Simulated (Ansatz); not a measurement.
K8Cl8 (started as a model of: 2x2x4 KCl rock-salt block) was relaxed with PBE-D4 (def2-SVP) in Ansatz in these states: charge -1 doublet, neutral singlet. The geometries follow in no particular order.

A:

```
atom   x (Å)   y (Å)   z (Å)
  K1   4.114   1.123   2.570
 Cl2   1.235   0.168   2.424
  K3  -1.625  -0.744   1.921
 Cl4  -4.481  -1.675   1.630
 Cl5   4.997  -0.680   0.329
  K6   2.126  -1.538  -0.023
 Cl7  -0.701  -2.604  -0.398
  K8  -3.630  -3.326  -0.736
 Cl9   3.602   3.464   0.752
 K10   0.774   2.477   0.387
Cl11  -2.144   1.682   0.040
 K12  -4.936   0.552  -0.340
 K13   4.453   1.652  -1.493
Cl14   1.610   0.753  -2.066
 K15  -1.274  -0.196  -2.285
Cl16  -4.118  -1.110  -2.711
```

B:

```xyz
16

K    -2.1529   -3.7226    2.4390
Cl   -1.5444   -0.8097    2.0703
K    -0.7743    2.0593    1.4633
Cl   -0.0552    4.9458    0.9324
Cl   -2.8419   -4.1318   -0.4305
K    -2.1229   -1.2453   -0.9614
Cl   -1.4773    1.6587   -1.5469
K    -0.6053    4.4976   -1.9612
Cl    0.6780   -4.5561    2.0289
K     1.3965   -1.6695    1.4977
Cl    2.1933    1.2162    1.0181
K     2.7458    4.0936    0.3806
K     0.0129   -4.8687   -0.8584
Cl    0.8279   -2.0651   -1.5414
K     1.5003    0.8556   -1.9995
Cl    2.2197    3.7419   -2.5308
```

Problem. Judge from the bond lengths which geometry belongs to which state (an estimate).

Solution. A is the charge -1 doublet (K6–K10 4.256 Å, K3–K15 4.256 Å, K13–Cl14 3.036 Å); B is the neutral singlet (K6–K10 4.314 Å, K3–K15 4.314 Å, K13–Cl14 2.999 Å).

At PBE-D4/def2-SVP the highest occupied level of the relaxed charge -1 doublet lies above zero (up to 0.57 eV). By energy differences its removal costs 0.28 eV (each at its own geometry, to the charge 0 singlet, at PBE-D4/def2-SVP); self-interaction error and the lack of diffuse functions both raise the level. At PBE-D4/def2-SVP the gap within one spin of the relaxed charge -1 doublet nearly closes, so an electron or hole may be smeared out by delocalisation error.
